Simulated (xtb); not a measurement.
Input file for xtb: GFN-FF on CH2 (SMILES [CH2]).

```
$ xtb mol.xyz --gfnff --sp --chrg 0 --uhf 2
3

C      0.00000000    -0.00000000    -0.27499475
H      0.99624999     0.00000000     0.13749737
H     -0.99624999    -0.00000000     0.13749737
```

Output:

```
[...]
           -------------------------------------------------
          |                Calculation Setup                |
           -------------------------------------------------



          ==================== Thresholds ====================
          CN  :   150.00000
          rep :   500.00000
          disp:  2500.00000
          HB1 :   250.00000
          HB2 :   450.00000

          Pauling EN used:
          Z : 1  EN :  2.20
          Z : 6  EN :  2.55
          electric field strengths (au): 0.000

           -------------------------------------------------
          |           Force Field Initialization            |
           -------------------------------------------------

          distances ...
          ----------------------------------------
          generating topology and atomic info file ...
          pair mat ...
          computing topology distances matrix with Floyd-Warshall algo ...
          making topology EEQ charges ...
          #fragments for EEQ constrain: 1
          ----------------------------------------
          generating topology and atomic info file ...
          pair mat ...
          computing topology distances matrix with Floyd-Warshall algo ...
          making topology EEQ charges ...
          #fragments for EEQ constrain: 1
          rings ...
          # BATM   0
          # H in HB   2
          doing iterative Hueckel for 1 subsystem(s) ...

  atom   neighbors  erfCN metchar sp-hybrid imet pi  qest     coordinates
    1  C       2    1.92   0.00        -2    0    0  -0.342    0.000000   -0.000000   -0.519665
    2  H       1    0.97   0.00         0    0    0   0.171    1.882640    0.000000    0.259832
    3  H       1    0.97   0.00         0    0    0   0.171   -1.882640   -0.000000    0.259832

          #atoms :   3
          #bonds :   2
          #angl  :   1
          #tors  :   0
          #nmol  :   1
          #optfrag :   1
           -------------------------------------------------
          |                   G F N - F F                   |
          |          A general generic force-field          |
          |                  Version 1.0.3                  |
           -------------------------------------------------
          Number of HB bonds (bound hydrogen)     0
          Number of HB bonds (unbound hydrogen)   0
          Number of XB bonds                      0

 E+G (total)                   0 d,  0 h,  0 min,  0.000 sec
 distance/D3 list               ...        0 min,  0.000 sec (  0.904%)
 non bonded repulsion           ...        0 min,  0.000 sec ( 25.678%)
 dCN                            ...        0 min,  0.000 sec (  2.983%)
 EEQ energy and q               ...        0 min,  0.000 sec ( 22.205%)
 D3                             ...        0 min,  0.000 sec ( 12.707%)
 EEQ gradient                   ...        0 min,  0.000 sec (  5.032%)
 bonds                          ...        0 min,  0.000 sec (  6.109%)
 bend and torsion               ...        0 min,  0.000 sec (  5.807%)
 bonded ATM                     ...        0 min,  0.000 sec (  0.422%)
 HB/XB (incl list setup)        ...        0 min,  0.000 sec (  9.582%)

         :::::::::::::::::::::::::::::::::::::::::::::::::::::
         ::                     SUMMARY                     ::
         :::::::::::::::::::::::::::::::::::::::::::::::::::::
         :: total energy              -0.362732226470 Eh    ::
         :: gradient norm              0.053142594788 Eh/a0 ::
         ::.................................................::
         :: bond energy               -0.345317520947 Eh    ::
         :: angle energy               0.000236922458 Eh    ::
Note: The following floating-point exceptions are signalling: IEEE_UNDERFLOW_FLAG IEEE_DENORMAL
normal termination of xtb
         :: torsion energy             0.000000000000 Eh    ::
         :: repulsion energy           0.013094022940 Eh    ::
         :: electrostat energy        -0.030528902210 Eh    ::
         :: dispersion energy         -0.000216748710 Eh    ::
         :: HB energy                  0.000000000000 Eh    ::
         :: XB energy                  0.000000000000 Eh    ::
         :: bonded atm energy          0.000000000000 Eh    ::
         :: external energy            0.000000000000 Eh    ::
         :: add. restraining           0.000000000000 Eh    ::
         :: total charge               0.000000000000 e     ::
         :::::::::::::::::::::::::::::::::::::::::::::::::::::

           -------------------------------------------------
          |                Property Printout                |
           -------------------------------------------------

molecular dipole:
                 x           y           z       tot (Debye)
 q only:       -0.000       0.000       0.239       0.607

           -------------------------------------------------
          | TOTAL ENERGY               -0.362732226470 Eh   |
          | GRADIENT NORM               0.053142594788 Eh/α |
           -------------------------------------------------
########################################################################
[WARNING] Runtime exception occurred
-1- gfnff_setup: Could not read topology file.
########################################################################

------------------------------------------------------------------------
------------------------------------------------------------------------
 total:
 SCF:
```

The run finished.

Cost: about 0.04 core-seconds (a rough figure).
